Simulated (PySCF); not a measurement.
Working out the excitation energy of Cl

Cl [Ne] 3s2 3p5 (2P) → Cl [Ne] 3s1 3p6 (2S). Computed with PySCF 2.14 in def2-TZVPPD (6s6p4d1f, 51 functions), with the non-relativistic Hamiltonian (point nucleus). Frozen: [Ne]. Energies in hartree (1 hartree = 27.21139 eV):

```tsv
part	Cl (lower)	Cl (upper)
UHF	-459.477169	-458.910859
CCSD correlation	-0.183051	-0.326951
(T)	-0.006022	-0.041183
```

Problem. What does Hartree-Fock give?

Solution. (-458.910859) − (-459.477169) = 0.566310 hartree = 15.410 eV.

Problem. What do CCSD and CCSD(T) give?

Solution. The CCSD correlation energies differ by -0.143900 hartree = -3.916 eV and the triples by -0.035161 hartree = -0.957 eV, so CCSD gives 11.494 eV and CCSD(T) 10.537 eV.

Measured between the centres of the two terms (NIST): 10.586 eV, so CCSD(T) (valence) is off by -0.049 eV.

The coupled-cluster amplitudes are large, so a single reference is strained.

What remains against the reference includes basis incompleteness, the frozen core and higher excitations.
